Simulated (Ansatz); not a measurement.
C₂H₅NSSn, 10 atoms. Total charge 0; spin multiplicity 1. Correlated methods include outer-core shells of Sn, which these sets cover unevenly. Sn: def2 effective core potential. The bonds changed during the relaxation, so this is another structure than the one it started from. All runs use 4 threads of an Arm Neoverse V2 on a shared host. Correlated methods freeze the cores.

Question: Give the basis size and wall time and peak host memory of each of these runs in Ansatz. RHF-CCSD(T)/def2-SVP energy; RKS r2SCAN-D4/def2-TZVPP energy and forces; RKS PBE0-D4/def2-QZVPP energy; RKS PBE-QIDH (frozen core)/def2-TZVPP energy; RHF-MP2/def2-QZVPP energy; RKS PBE0-D4/def2-TZVPP energy; direct RPA on PBE orbitals/def2-TZVPP energy; RKS ωB97M-V/def2-QZVPP energy; RKS SPW92 (LDA)/def2-TZVPP energy; RKS PBE0-D4/def2-TZVP relaxation (11 steps); RKS ωB97M-V/def2-SVP energy; RKS PBE0-D4/def2-TZVP frequencies. (Best estimate.)

Answer: Ansatz gave: Other jobs shared the machine, so times are rough.

```
                                level                    job  functions  wall time  peak host memory (GiB)
           RKS SPW92 (LDA)/def2-TZVPP                 energy        255      1.9 s                    0.34
               RKS PBE0-D4/def2-TZVPP                 energy        255        4 s                    0.72
             RKS r2SCAN-D4/def2-TZVPP      energy and forces        255      6.5 s                    0.38
                 RKS ωB97M-V/def2-SVP                 energy        111        7 s                    0.45
direct RPA on PBE orbitals/def2-TZVPP                 energy        255      8.5 s                    0.72
RKS PBE-QIDH (frozen core)/def2-TZVPP                 energy        255        9 s                    0.73
               RKS PBE0-D4/def2-QZVPP                 energy        473       11 s                     1.8
                 RHF-CCSD(T)/def2-SVP                 energy        111       11 s                     0.6
               RKS ωB97M-V/def2-QZVPP                 energy        473       28 s                     2.2
                   RHF-MP2/def2-QZVPP                 energy        473       36 s                     2.9
                RKS PBE0-D4/def2-TZVP  relaxation (11 steps)        210       56 s                    0.63
                RKS PBE0-D4/def2-TZVP            frequencies        210    3.3 min                    0.62
```
